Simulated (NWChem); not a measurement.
C3H4F2; SMILES C/C(F)=C\F

Q: Give the equilibrium geometry at PBE0/def2-SVP (NWChem) as a Z-matrix, with the point group.

A: point group Cs; any orientation.
```
C
C 1 1.3330
F 2 1.3334 1 121.18
F 1 1.3389 2 117.76 3 180.00
H 2 1.0920 1 123.78 4 0.00
C 1 1.4802 2 127.30 5 180.00
H 6 1.0969 1 110.36 2 0.00
H 6 1.1018 7 109.01 1 -121.48
H 6 1.1018 7 109.01 8 -117.03
```
